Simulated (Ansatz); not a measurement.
C$_{4}$H$_{12}$O$_{3}$Sn, SMILES `C[O][Sn]([CH3])([O]C)[O]C` with one electron removed (charge 1, multiplicity 2), Ansatz (a quantum-chemistry and plane-wave program) with frozen-core CCSD(T)/def2-SVP // PBE0-D3(BJ)/def2-SVP. The calculation was stopped at its time limit.

Ansatz 0.2 input:
```yaml
crystal:
  periodic: [false, false, false]
  atoms:
    - { symbol: C, position_ang: [2.098037, 0.937847, -0.985201] }
    - { symbol: O, position_ang: [1.85996, 0.011309, 0.003177] }
    - { symbol: Sn, position_ang: [0.019514, -0.694941, 0.515408] }
    - { symbol: C, position_ang: [0.117859, -2.347388, 1.821961] }
    - { symbol: O, position_ang: [-0.027755, 1.087163, 1.50186] }
    - { symbol: C, position_ang: [-0.293453, 2.301795, 0.91349] }
    - { symbol: O, position_ang: [-1.00351, -0.281478, -1.081045] }
    - { symbol: C, position_ang: [-1.996776, -1.080524, -1.706665] }
    - { symbol: H, position_ang: [1.482667, 0.798273, -1.888631] }
    - { symbol: H, position_ang: [1.906145, 1.972146, -0.591414] }
    - { symbol: H, position_ang: [3.179672, 0.935381, -1.213859] }
    - { symbol: H, position_ang: [1.165705, -2.676935, 1.836595] }
    - { symbol: H, position_ang: [-0.192124, -1.989909, 2.81333] }
    - { symbol: H, position_ang: [-0.544145, -3.145163, 1.4632] }
    - { symbol: H, position_ang: [0.635715, 2.698567, 0.422964] }
    - { symbol: H, position_ang: [-0.509232, 3.036867, 1.710532] }
    - { symbol: H, position_ang: [-1.091171, 2.267813, 0.154083] }
    - { symbol: H, position_ang: [-2.877095, -1.231416, -1.060829] }
    - { symbol: H, position_ang: [-1.607923, -2.062057, -2.023652] }
    - { symbol: H, position_ang: [-2.322289, -0.537448, -2.605602] }
basis:
  gaussian: { orbitals: def2-SVP }
correlation:
  method: ccsd_t
total_charge: 1
magnetization:
  spin_polarized: true
  initial_magnetization: 1
```

The last lines of the output:

```
determinant -16210.50606428 eV, -595.7251099865 hartree, with singles and doubles -16246.36883865 eV, -597.0430426359 hartree
determinant -16210.18565818 eV, -595.7133352795 hartree, with singles and doubles -16245.39460060 eV, -597.0072400482 hartree
determinant -16210.16924740 eV, -595.7127321947 hartree, with singles and doubles -16246.20400068 eV, -597.0369849525 hartree
determinant -16209.94116376 eV, -595.7043502753 hartree, with singles and doubles -16245.91909552 eV, -597.0265148809 hartree
determinant -16209.75719799 eV, -595.6975896580 hartree, with singles and doubles -16245.03631413 eV, -596.9940732633 hartree
determinant -16212.12928155 eV, -595.7847621211 hartree, with singles and doubles -16247.50137466 eV, -597.0846625666 hartree
determinant -16212.12812970 eV, -595.7847197914 hartree, with singles and doubles -16247.50190449 eV, -597.0846820377 hartree
determinant -16211.80681265 eV, -595.7729116074 hartree, with singles and doubles -16247.54548132 eV, -597.0862834568 hartree
mean field evaluation 512: about -16211.8068 eV, gradient 5.7e-5 eV
11 core orbitals not correlated
reference -16211.80681265 eV, -595.7729116074 hartree; 30, 29 occupied and 143, 144 virtual orbitals, 1938 factors
second order -33.47902599 eV of doubles, -0.00000000 eV of singles
cycle   1  -34.09296666 eV  change    -3.0e0 eV  update   1.4e-1
cycle   2  -35.13099867 eV  change    -1.0e0 eV  update   5.4e-2
cycle   3  -35.64777730 eV  change   -5.2e-1 eV  update   3.3e-2
cycle   4  -35.74812226 eV  change   -1.0e-1 eV  update   1.4e-2
cycle   5  -35.72011667 eV  change    2.8e-2 eV  update   9.1e-3
cycle   6  -35.72666961 eV  change   -6.6e-3 eV  update   5.0e-3
cycle   7  -35.73418602 eV  change   -7.5e-3 eV  update   3.8e-3
cycle   8  -35.73438100 eV  change   -1.9e-4 eV  update   3.2e-3
cycle   9  -35.73584457 eV  change   -1.5e-3 eV  update   2.2e-3
cycle  10  -35.73886394 eV  change   -3.0e-3 eV  update   1.4e-3
cycle  11  -35.73914906 eV  change   -2.9e-4 eV  update   6.8e-4
cycle  12  -35.73868608 eV  change    4.6e-4 eV  update   3.5e-4
cycle  13  -35.73874702 eV  change   -6.1e-5 eV  update   1.4e-4
cycle  14  -35.73872935 eV  change    1.8e-5 eV  update   6.5e-5
cycle  15  -35.73868859 eV  change    4.1e-5 eV  update   2.8e-5
cycle  16  -35.73868022 eV  change    8.4e-6 eV  update   1.5e-5
```
